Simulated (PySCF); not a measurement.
**Working out the ionisation energy of F+**

F+ [He] 2s2 2p4 (3P) → F(2+) [He] 2s2 2p3 (4S). Computed with PySCF 2.14 in x2c-TZVPPall (5s3p2d1f, 31 functions), with scalar relativity by spin-free X2C-1e. Frozen: 1s2. Energies in hartree (1 hartree = 27.21139 eV):

```
            part  F+ (lower)  F(2+) (upper)
             UHF  -98.924060     -97.696808
CCSD correlation   -0.156640      -0.111417
             (T)   -0.001904      -0.001134
```

**Question.** What does Hartree-Fock give?

**Answer.** (-97.696808) − (-98.924060) = 1.227252 hartree = 33.395 eV.

**Question.** What do CCSD and CCSD(T) give?

**Answer.** The CCSD correlation energies differ by 0.045223 hartree = 1.231 eV and the triples by 0.000770 hartree = 0.021 eV, so CCSD gives 34.626 eV and CCSD(T) 34.647 eV.

Measured between the centres of the two terms (NIST): 34.950 eV, so CCSD(T) (valence) is off by -0.303 eV.

What remains against the reference includes basis incompleteness, the frozen core and higher excitations.
